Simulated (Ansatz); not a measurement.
Cost and result for the atomization energy of ClFH$_{7}$N$_{3}$Si$_{2}$, SMILES `N[Si@H](F)N[Si@@H](N)Cl` (14 atoms, 13 bonds).

```xyz
14

N    -0.174   -2.546    1.053
Si   -0.626   -1.161    0.173
F    -1.162   -1.726   -1.225
N     0.761   -0.173    0.000
Si    0.852    1.523   -0.203
N    -0.447    2.015   -1.176
Cl    0.636    2.595    1.547
H    -0.721   -3.388    0.982
H     0.252   -2.458    1.961
H    -1.727   -0.327    0.697
H     1.645   -0.665   -0.001
H     2.228    1.825   -0.662
H    -0.853    2.932   -1.103
H    -0.663    1.555   -2.044
```

The species carries charge 0 and has multiplicity 1. Geometry: relaxed with PBE0-D4/def2-TZVP. It is one conformer, not always the lowest. Program: Ansatz. All runs use 2 threads of an AMD EPYC 7R13 on a shared host and a share of an NVIDIA H100 80 GB. Times are those of one run each, without the atoms' runs, and a repeat can differ threefold. Electronic energies, without spin–orbit coupling; frozen cores. CCSD(T)/CBS adds CCSD(T) − MP2 in def2-TZVPP to the MP2 limit, and its time is that of the two runs behind it. T1 = 0.010. B3LYP takes the VWN-RPA correlation (the form of Gaussian; ORCA's B3LYP/G).

CCSD(T)/CBS is a level of theory with its own doubt, some kJ/mol a heavy atom from the limit and from the frozen cores, so smaller differences don't rank the functionals.

```json
{"level": "PBE0-D4/def2-TZVPP", "functions": "348", "wall time": "8.1 s", "atomization (kJ/mol)": "5089.4", "difference from CCSD(T)/CBS": "-54.2", "per bond": "-4.2"}
{"level": "ωB97X-V/def2-TZVPP", "functions": "348", "wall time": "11 s", "atomization (kJ/mol)": "5163.9", "difference from CCSD(T)/CBS": "20.3", "per bond": "1.6"}
{"level": "B2PLYP/def2-TZVPP", "functions": "348", "wall time": "12 s", "atomization (kJ/mol)": "5064.5", "difference from CCSD(T)/CBS": "-79.1", "per bond": "-6.1"}
{"level": "B3LYP-D4/def2-TZVPP (with forces)", "functions": "348", "wall time": "12 s", "atomization (kJ/mol)": "5129.0", "difference from CCSD(T)/CBS": "-14.6", "per bond": "-1.1"}
{"level": "PBE-D4/def2-TZVPP (with forces)", "functions": "348", "wall time": "12 s", "atomization (kJ/mol)": "5183.7", "difference from CCSD(T)/CBS": "40.1", "per bond": "3.1"}
{"level": "MP2/def2-QZVPP", "functions": "648", "wall time": "13 s", "atomization (kJ/mol)": "5172.7", "difference from CCSD(T)/CBS": "29.1", "per bond": "2.2"}
{"level": "r2SCAN-D4/def2-TZVPP (with forces)", "functions": "348", "wall time": "14 s", "atomization (kJ/mol)": "5105.0", "difference from CCSD(T)/CBS": "-38.6", "per bond": "-3.0"}
{"level": "ωB97M-V/def2-TZVPP (with forces)", "functions": "348", "wall time": "14 s", "atomization (kJ/mol)": "5161.4", "difference from CCSD(T)/CBS": "17.8", "per bond": "1.4"}
{"level": "CCSD(T)/def2-TZVPP", "functions": "348", "wall time": "25 s", "atomization (kJ/mol)": "4958.6", "difference from CCSD(T)/CBS": "-185.0", "per bond": "-14.2"}
{"level": "CCSD(T)/CBS(def2)", "functions": "–", "wall time": "38 s", "atomization (kJ/mol)": "5143.6", "difference from CCSD(T)/CBS": "0.0", "per bond": "0.0"}
```

The D4 term adds +63.4 kJ/mol with B3LYP and +33.8 kJ/mol with PBE0; it sums over pairs of atoms, weighted by their polarisabilities, and B3LYP, whose exchange is more repulsive, gets the larger term. From PBE to PBE0 (25 % exact exchange), in def2-TZVPP and without D4, the atomization energy moves by −88.7 kJ/mol: exact exchange takes away binding that semilocal exchange gives to molecules. In def2-TZVPP, CCSD(T) changes the Hartree–Fock value by +1361.3 kJ/mol (the triples alone add +77.9 kJ/mol) and MP2 by +1463.4 kJ/mol; breaking electron pairs costs correlation energy, which Hartree–Fock lacks.
